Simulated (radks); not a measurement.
The numbers below are computed, except where a source is named.
Task: Valence configurations of Kr+ (all share [Ar]). Level of theory: Dirac Kohn-Sham, PBE, spin-unpolarised, spherical densities, finite nucleus; open shells are shared between the two j in proportion to 2j + 1; Fermi nuclear charge, rms radius 4.1884 fm (a radial shooting solver on a logarithmic mesh with Libxc functionals). Order these by energy: 3d9 4s2 4p6; 3d10 4s1.5 4p5.5; 3d10 4s2 4p5; 3d10 4s1 4p6; 3d9.5 4s2 4p5.5.

Result: From the lowest, in eV above it: 3d10 4s2 4p5 0.000; 3d10 4s1.5 4p5.5 7.228; 3d10 4s1 4p6 14.494; 3d9.5 4s2 4p5.5 38.303; 3d9 4s2 4p6 79.552. NIST lists [Ar] 3d10 4s2 4p5 as the ground configuration; this level of theory agrees among the configurations tried. The energies are those of spherical spin-averaged densities, not of single terms.
